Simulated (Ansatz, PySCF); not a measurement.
Species: bromine atom, Br, net charge 0, doublet state.

Wanted: electron affinity to the singlet, in eV. Terms: no spin-orbit coupling; non-relativistic; valence correlation only (noble-gas shells and the d and f shells of earlier blocks); open shells spin-unrestricted; each state is the SCF solution reached for its charge and spin; six Cartesian d functions in 6-31G* and its kin unless marked 5d; LANL2DZ with its own core potentials from Na on. Sets without +, aug- or the D of def2-TZVPD hold no diffuse functions, which anions need.

Measured values: pymatgen's periodic table; they hold spin-orbit and core effects. 

Value to compare with, the measured value: 3.36 eV.

```tsv
level	program	electron affinity to the singlet (eV)	error
HF/LANL2DZ	Ansatz	1.97	-1.39
PBE/LANL2DZ	Ansatz	2.89	-0.47
B3LYP/STO-3G	Ansatz	-1.88	-5.24
B3LYP/6-31G*	Ansatz	3.24	-0.12
M06-2X/LANL2DZ	PySCF	3.07	-0.29
MP2/6-31G*	Ansatz	2.89	-0.47
PBE/def2-TZVPD	Ansatz	3.50	0.14
wB97X-V/def2-TZVPD	Ansatz	3.46	0.10
```

Among the 6 habitual levels, B3LYP/STO-3G lies farthest from the measured value (-5.24 eV); 0 of 6 lie above it, and their mean absolute error is 1.33 eV, the median 0.47. One case shows no general order.

The levels are drawn from those run, B3LYP/6-31G* more often than the rest, none by its result; runs whose electronic state is in doubt are left out.

Ansatz is an electronic-structure program.
